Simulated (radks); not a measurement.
Results of a calculation; reference values are marked as such.
Question: These are the eigenvalues of the occupied orbitals of an atom or ion with whole-number occupations (Ry). Level of theory: scalar-relativistic Kohn-Sham, r2SCAN, spin-polarised, spherical densities, finite nucleus; meta-GGA in the generalised Kohn-Sham scheme; Fermi nuclear charge, rms radius of each element as measured or else 0.836 A^(1/3) + 0.57 fm (a radial shooting solver on a logarithmic mesh with Libxc functionals).

| orbital | eigenvalue |
|---|---|
| 1s up | -717.4235 |
| 1s down | -716.1988 |
| 2s up | -161.5860 |
| 2p up | -155.1597 |
| 3d up | -63.38082 |

Which element is it, and in what charge state? The configuration may be excited. Open shells, if any, are filled with parallel spins first.

Answer: Z = 28, nickel, charge +23: Ni23+ in [He] 2s1 2p1 3d1. The list shows which subshells hold electrons but not how many an open one holds; the 1s level, -358.71 hartree, gives Z - s = 26.8 by -(Z - s)^2/2, which with screening and relativity narrows Z to a few neighbours, and the depths of the outer levels then fix element, charge and occupations together.
